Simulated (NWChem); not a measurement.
boron oxyfluoride (BFO)

```xyz
3

F      0.0000     0.0000    -1.1962
B      0.0000     0.0000     0.0865
O      0.0000     0.0000     1.2917
```
Charge 0, spin multiplicity 1.

Everything below was run with NWChem. All single points use one geometry, from PBE0/def2-SVP, a minimum by its harmonic frequencies.

Symmetry labels belong to the abelian group C2v used in the runs, with the axes of the coordinates shown; states degenerate in a higher group split over its labels.

**Question.** List the lowest 3 singlet excitations that TD-PBE/def2-SVPD gives, with oscillator strengths.

**Answer.** 
```
state  symmetry  energy (eV)  wavelength (nm)      f
-----  --------  -----------  ---------------  -----
1            b1         7.45              166  0.038
2            b2         7.45              166  0.038
3            a1         8.90              139  0.016
```
